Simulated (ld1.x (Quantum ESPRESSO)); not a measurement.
**Reading a pseudo-wave (Ho (Z = 67))**

Columns: radius, all-electron u(r) and pseudo u(r) of the 5p shell (level -29.49 eV) of holmium in the configuration [Kr] 4d10 4f10 5s2 5p6 5d1 6s1.75 6p0.25; PBE, scalar-relativistic, ultrasoft scheme, ld1.x (Quantum ESPRESSO) 7.5.

```tsv
r (bohr)	all-electron	pseudo
0.155	-0.3153	-0.0389
0.310	0.2247	-0.1487
0.465	0.4674	-0.3104
0.620	0.1169	-0.4967
0.775	-0.3426	-0.6772
0.930	-0.6862	-0.8250
1.085	-0.8781	-0.9211
1.240	-0.9468	-0.9574
1.395	-0.9321	-0.9374
1.550	-0.8680	-0.8734
1.705	-0.7792	-0.7830
1.860	-0.6819	-0.6830
2.015	-0.5860	-0.5860
2.170	-0.4968	-0.4968
2.325	-0.4170	-0.4170
2.480	-0.3473	-0.3473
2.635	-0.2876	-0.2876
2.790	-0.2371	-0.2371
2.945	-0.1947	-0.1947
3.100	-0.1594	-0.1594
3.255	-0.1303	-0.1303
3.410	-0.1062	-0.1062
3.565	-0.0864	-0.0864
3.720	-0.0702	-0.0702
3.875	-0.0569	-0.0569
4.030	-0.0461	-0.0461
```

How many radial nodes do the two functions have?

The all-electron 5p function has n − l − 1 = 3 (the table is too coarse to show those close to the nucleus); the pseudo-wave has 0, since the states of the same l below it are removed with the core.

At about which radius was the pseudo-wave matched?

2.05 bohr, where the columns begin to agree (steps of 0.15 bohr).

Where does each function peak?

Outermost all-electron maximum near 1.24 bohr, pseudo maximum near 1.24 bohr (to the table’s step).

Is the pseudo-wave norm-conserving?

No, it belongs to an ultrasoft set: the norm inside the radius is not constrained, and the difference is carried by the augmentation charge.
